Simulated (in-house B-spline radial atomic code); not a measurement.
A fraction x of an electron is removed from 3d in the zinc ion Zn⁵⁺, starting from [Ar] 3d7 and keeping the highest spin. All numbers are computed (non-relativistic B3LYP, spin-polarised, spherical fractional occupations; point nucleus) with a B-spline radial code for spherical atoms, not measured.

Caution: exact exchange at fractional occupations of open shells leaves self-interaction of up to several eV.

```tsv
x	E(x) - E(0) (eV)	3d down level (eV)
0	0.0000	-96.025
0.11	10.7076	-98.663
0.25	24.7573	-102.052
0.37	37.1793	-104.985
0.43	43.5227	-106.461
0.5	51.0354	-108.191
0.55	56.4760	-109.431
0.69	72.0407	-112.928
0.86	91.6025	-117.218
0.9	96.3116	-118.235
1	108.2626	-120.788
```

The exact functional would give a straight line between the two integer points. Deviations E(x) - E(0) - x[E(1) - E(0)], in eV: -1.201 at x = 0.11, -2.308 at x = 0.25, -2.878 at x = 0.37, -3.03 at x = 0.43, -3.096 at x = 0.5, -3.068 at x = 0.55, -2.66 at x = 0.69, -1.503 at x = 0.86, -1.125 at x = 0.9.

The curve lies below the straight line by up to 3.096 eV (at x = 0.5): convex, the delocalisation error, to which spherically averaged exact exchange adds.

(1) How well does Slater's transition state (minus the level at half occupation) give the ionisation energy?

Results:

(1) It gives 108.191 eV against 108.263 eV from the two total energies; NIST lists 108.00 eV, ground level to ground level. The end point has an open shell averaged over its orbitals, so its exact exchange keeps a self-interaction and this is no true integer point.
